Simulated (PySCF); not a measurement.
HO2Si, SMILES [OH+]=[Si]=O, charge +1.

Geometry: B3LYP-D3(BJ)/def2-TZVP. The isomer is the one that the SMILES or the coordinates give; other isomers of the formula were not compared.

The numbers are results of PySCF 2.14.0 with TDA-PBE/def2-SVPD, not measurements.

Vertical excitations. The molecule is in vacuum. State labels are in the subgroup Cs.

```csv
state,symmetry,energy (eV),λ (nm),f,main pairs
S1,A",4.15,299,0.018,HOMO→LUMO 99 %
S2,A',4.23,293,0.022,HOMO−1→LUMO 99 %
S3,A',6.19,200,0.025,"HOMO−2→LUMO 73 %, HOMO−1→LUMO+1 18 %"
S4,A",6.48,191,0.035,HOMO−3→LUMO 98 %
S5,A",6.55,189,0.001,HOMO→LUMO+1 93 %
S6,A',6.84,181,0.003,"HOMO→LUMO+2 49 %, HOMO−1→LUMO+1 48 %"
S7,A",6.94,179,0.000,HOMO−1→LUMO+2 93 %
S8,A',6.97,178,0.030,HOMO−4→LUMO 92 %
S9,A',8.64,143,0.035,HOMO−2→LUMO+1 92 %
S10,A",8.80,141,0.007,"HOMO−3→LUMO+1 68 %, HOMO−2→LUMO+2 28 %"
T1,A",3.42,363,0,HOMO→LUMO 99 %
T2,A',3.44,360,0,HOMO−1→LUMO 99 %
T3,A',4.75,261,0,HOMO−2→LUMO 84 %
T4,A',5.76,215,0,"HOMO−1→LUMO+1 66 %, HOMO−2→LUMO 15 %, HOMO→LUMO+2 12 %"
```
Triplets are in the Tamm–Dancoff approximation.
